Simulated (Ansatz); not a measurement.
C2H5BO3, relaxed with RKS PBE-D4/def2-SVP in Ansatz from a rough embedded geometry. The force threshold is 0.03 eV/Å; the program also tests the step.

The species carries charge 0 and has multiplicity 1. The bonds changed during the relaxation, so this is another structure than the one it started from.

Start:

```xyz
11

B     1.136   -0.196   -1.403
C     0.173   -1.090   -0.523
O     0.079   -0.507    0.744
C    -0.770    0.649    1.075
O    -1.379    1.211    0.113
O    -0.737    1.142    2.326
H     0.875    0.877   -1.700
H     2.108   -0.739   -1.840
H    -0.819   -1.198   -0.963
H     0.595   -2.121   -0.390
H    -1.260    1.972    2.560
```

Task: By how much does the energy fall, and how many steps does the optimiser take? (Best estimate.)

Result: Ansatz gave: 216.86 kJ/mol, in 25 steps, 2 of them rejected.

Task: Which bonds change most? (Best estimate.)

Result: Computed: B1–O5 from 3.256 to 1.627 Å; O3–C4 from 1.472 to 1.297 Å; C2–O3 from 1.397 to 1.501 Å; B1–H7 from 1.144 to 1.228 Å.

Task: Give the relaxed structure. (Estimate.)

Result: The calculation gave: 
```xyz
11

B     0.643    0.165   -1.097
C     0.294   -1.229   -0.285
O    -0.414   -0.772    0.957
C    -0.575    0.513    0.879
O    -0.141    1.180   -0.098
O    -1.222    1.068    1.888
H     1.822    0.506   -1.060
H     0.117    0.279   -2.199
H    -0.418   -1.925   -0.773
H     1.159   -1.817    0.078
H    -1.265    2.032    1.711
```
